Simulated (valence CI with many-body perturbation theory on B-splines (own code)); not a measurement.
**E1 transitions of F+**

Computed by valence CI with perturbative core correlation (CI+MBPT): six valence electrons over a frozen Dirac-Fock core [He], radial functions for each j: 9 s, 9 p, 8 d, 6 f, 3 g, 1 h, with the one-electron correlation potential Σ1 (screened to all orders), the two-electron term Σ2, the three-electron term Σ3, Breit, model QED; selected single and double excitations, second order for the rest, scaled by the run's own slope (own B-spline code, finite nucleus).

Against 23 measured levels this calculation errs by 214 cm⁻¹ on average and by 468 at most. These come from a selection out of the NIST Handbook of Basic Atomic Spectroscopic Data. Levels without a partner in it may be off by more. Among the levels kept, up to 2300 cm⁻¹ of a level comes from second order outside the variational space, and about a tenth of that is noise between levels of different J, which matters for small intervals.

Lines 51 to 100 of 224 in falling wavelength, among levels below 241211 cm⁻¹, chosen from the strongest by gf and those to the six lowest levels. Wavelengths and rates use the calculated energies, so an error of 200 cm⁻¹ moves a line at 4506 Å by 0.9 % and its rate by three times that or more. Electric multipoles are in the length gauge, E1 and E2 with the static RPA response of the core. Weak lines are less certain than strong ones. Lines between different terms over intervals too small for the method are left out, as are lines whose strength nearly cancels. The highest levels of a list are the least certain.

Names give the largest LS component (configuration and term), which can be under half, so a name can repeat, a term be missing and a line seem to break the LS rules; names also repeat where a configuration has a term twice. Letters in brackets count levels of one name in rising energy.

```
λ vac (Å)  λ from measured levels              Upper              Lower   A (s⁻¹)  log gf  Branch %
     4506                    4576     2s²2p³3s ³P°_2  2s²2p³3p ³P_1 [a]  1.31e+05   -2.70       0.0
     4505                    4577     2s²2p³3s ³P°_1  2s²2p³3p ³P_2 [a]  1.87e+05   -2.77       0.0
     4504                    4576     2s²2p³3s ³P°_1  2s²2p³3p ³P_1 [a]  9.30e+04   -3.07       0.0
     4501                    4577     2s²2p³3s ³P°_1  2s²2p³3p ³P_0 [a]  1.56e+05   -2.85       0.0
     4463                              2s²2p³3p ³F_3     2s²2p³3s ¹D°_2  7.27e+04   -2.82       0.1
     4455                              2s²2p³3p ³F_2     2s²2p³3s ¹D°_2  3.80e+03   -4.25       0.0
     4305                              2s²2p³3p ¹F_3     2s²2p³3s ¹D°_2  9.81e+07    0.28      99.8
     4285                             2s²2p³3d ⁵D°_1  2s²2p³3p ³P_2 [a]  2.86e+03   -4.63       0.0
     4284                             2s²2p³3d ⁵D°_3  2s²2p³3p ³P_2 [a]  2.03e+03   -4.41       0.0
     4282                             2s²2p³3d ⁵D°_2  2s²2p³3p ³P_2 [a]  4.20e+03   -4.24       0.0
     4211                              2s²2p³3p ¹P_1     2s²2p³3s ³D°_1  1.44e+06   -1.94       2.2
     4206                              2s²2p³3p ¹P_1     2s²2p³3s ³D°_2  2.72e+05   -2.66       0.4
     4121                              2s²2p³3p ³D_3     2s²2p³3s ³D°_2  9.41e+06   -0.78       8.9
     4121                              2s²2p³3p ³D_2     2s²2p³3s ³D°_1  1.29e+07   -0.79      12.2
     4120                              2s²2p³3p ³D_1     2s²2p³3s ³D°_1  7.62e+07   -0.24      72.7
     4116                              2s²2p³3p ³D_2     2s²2p³3s ³D°_2  7.48e+07   -0.02      70.6
     4115                              2s²2p³3p ³D_1     2s²2p³3s ³D°_2  2.59e+07   -0.71      24.7
     4112                              2s²2p³3p ³D_3     2s²2p³3s ³D°_3  9.51e+07    0.23      89.5
     4107                              2s²2p³3p ³D_2     2s²2p³3s ³D°_3  1.67e+07   -0.68      15.7
     4099                             2s²2p³3d ³D°_1  2s²2p³3p ³P_2 [a]  5.58e+06   -1.37       0.2
     4098                             2s²2p³3d ³D°_1  2s²2p³3p ³P_1 [a]  8.38e+07   -0.20       3.5
     4096                             2s²2p³3d ³D°_3  2s²2p³3p ³P_2 [a]  2.01e+08    0.55       8.2
     4095                             2s²2p³3d ³D°_1  2s²2p³3p ³P_0 [a]  1.12e+08   -0.08       4.6
     4095                             2s²2p³3d ³D°_2  2s²2p³3p ³P_2 [a]  5.04e+07   -0.20       2.1
     4094                             2s²2p³3d ³D°_2  2s²2p³3p ³P_1 [a]  1.51e+08    0.28       6.2
     4026                    4026  2s²2p³3p ³P_0 [a]     2s²2p³3s ³S°_1  1.21e+08   -0.53      99.9
     4023                    4027  2s²2p³3p ³P_1 [a]     2s²2p³3s ³S°_1  1.21e+08   -0.06      99.9
     4022                    4026  2s²2p³3p ³P_2 [a]     2s²2p³3s ³S°_1  1.21e+08    0.17      99.9
     4002                          2s²2p³3p ³P_2 [b]     2s²2p³3s ¹D°_2  5.42e+03   -4.19       0.0
     3991                          2s²2p³3p ³P_1 [b]     2s²2p³3s ¹D°_2  2.93e+04   -3.68       0.0
     3904                              2s²2p³3p ³F_3     2s²2p³3s ³D°_2  1.13e+08    0.26      90.7
     3902                              2s²2p³3p ³F_2     2s²2p³3s ³D°_1  1.08e+08    0.09      86.4
     3901                              2s²2p³3p ³F_4     2s²2p³3s ³D°_3  1.25e+08    0.41     100.0
     3898                              2s²2p³3p ³F_2     2s²2p³3s ³D°_2  1.66e+07   -0.72      13.3
     3896                              2s²2p³3p ³F_3     2s²2p³3s ³D°_3  1.15e+07   -0.74       9.2
     3890                              2s²2p³3p ³F_2     2s²2p³3s ³D°_3  3.43e+05   -2.41       0.3
     3850                    3848      2s²2p³3p ⁵P_3     2s²2p³3s ⁵S°_2  1.26e+08    0.29     100.0
     3848                    3853      2s²2p³3p ⁵P_1     2s²2p³3s ⁵S°_2  1.26e+08   -0.08     100.0
     3847                    3851      2s²2p³3p ⁵P_2     2s²2p³3s ⁵S°_2  1.26e+08    0.15     100.0
     3783                              2s²2p³3p ¹F_3     2s²2p³3s ³D°_2  1.36e+05   -2.69       0.1
     3775                              2s²2p³3p ¹F_3     2s²2p³3s ³D°_3  3.49e+03   -4.28       0.0
     3654                             2s²2p³4s ⁵S°_2  2s²2p³3p ³P_2 [a]  6.02e+03   -4.22       0.0
     3550                          2s²2p³3p ³P_2 [b]     2s²2p³3s ³D°_1  1.22e+06   -1.94       0.7
     3547                          2s²2p³3p ³P_2 [b]     2s²2p³3s ³D°_2  1.83e+07   -0.76      10.0
     3542                          2s²2p³3p ³P_0 [b]     2s²2p³3s ³D°_1  1.15e+08   -0.66      65.1
     3541                          2s²2p³3p ³P_1 [b]     2s²2p³3s ³D°_1  2.94e+07   -0.78      16.4
     3540                          2s²2p³3p ³P_2 [b]     2s²2p³3s ³D°_3  1.02e+08   -0.02      55.8
     3538                          2s²2p³3p ³P_1 [b]     2s²2p³3s ³D°_2  8.83e+07   -0.30      49.4
     3498                             2s²2p³3d ⁵D°_0      2s²2p³3p ⁵P_1  2.89e+08   -0.28     100.0
     3496                             2s²2p³3d ⁵D°_4      2s²2p³3p ⁵P_3  2.91e+08    0.68     100.0
```

Problem. How does gf follow from A for the line at 4206 Å?

Solution. gf = 1.4992 × (2J+1)_upper × A / σ², with σ = 23777 cm⁻¹ and 2J+1 = 3: gf = 0.00216.
